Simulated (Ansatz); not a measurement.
Two members of one family (Series Mo(O)2X2), computed with Ansatz in the gas phase; def2 core potentials for Mo, no spin–orbit coupling. The two geometries come from different levels. Binding counts from free atoms in the multiplicity of their measured ground term, without zero-point energy. A dash marks a value that wasn't run or was left out as unsound. The structures are stationary points that may keep the symmetry of their start. Remarks come from the PBE and PBE0 runs and from stability tests at other levels; not every state was tested. A HOMO above zero means that the electron is unbound at that level and held by the basis, or that self-interaction error raises the level; the energy of removing that electron tells which.

First: MoO2Br2 (singlet, charge 0, B3LYP-D4/def2-SVP geometry).

```xyz
5

Mo    0.087   -0.061    0.098
O     1.194   -1.284   -0.179
O     0.179    0.329    1.723
Br   -2.137   -0.856   -0.415
Br    0.677    1.872   -1.228
```

```csv
level,HOMO (eV),LUMO (eV),gap (eV),vertical EA (eV),binding per atom (eV)
PBE-D4/def2-SVP,-7.92,-4.52,3.41,–,4.42
PBE-D4/def2-TZVPD,-8.00,-4.59,3.41,1.86,4.35
B3LYP-D4/def2-TZVP,-8.98,-4.18,4.79,–,3.97
PBE0-D4/def2-TZVPD,-9.24,-4.01,5.23,2.32,3.86
CAM-B3LYP-D4/def2-TZVP,-10.49,-3.05,7.44,–,3.89
```

Metal–donor distances: 2 × O 1.67 Å, 2 × Br 2.42 Å. Remarks: restricted SCF unstable in HF, HOMO above zero (-1 doublet).

Second: MoO2Cl2 (singlet, charge 0, PBE-D4/def2-SVP geometry).

```xyz
5

Mo    0.0704    0.0740    0.0106
O     1.5260   -0.0351    0.8561
O     0.0028    1.6320   -0.6305
Cl   -1.6619   -0.2309    1.4436
Cl    0.0626   -1.4401   -1.6798
```

Estimate how these quantities change from the first to the second (second minus first).


| level | Δ HOMO (eV) | Δ LUMO (eV) | Δ gap (eV) | Δ vertical EA (eV) | Δ binding per atom (eV) |
| --- | --- | --- | --- | --- | --- |
| PBE-D4/def2-SVP | -0.35 | 0.00 | 0.34 | – | 0.22 |
| PBE-D4/def2-TZVPD | -0.35 | -0.05 | 0.30 | -0.12 | 0.21 |
| B3LYP-D4/def2-TZVP | -0.69 | -0.02 | 0.67 | – | 0.20 |
| PBE0-D4/def2-TZVPD | -0.72 | -0.01 | 0.71 | -0.12 | 0.19 |
| CAM-B3LYP-D4/def2-TZVP | -0.87 | 0.03 | 0.90 | – | 0.21 |

Metal–donor distances: 2 × O 1.69 Å, 2 × Cl 2.27 Å. Remarks: restricted SCF unstable in HF, HOMO above zero (-1 doublet).
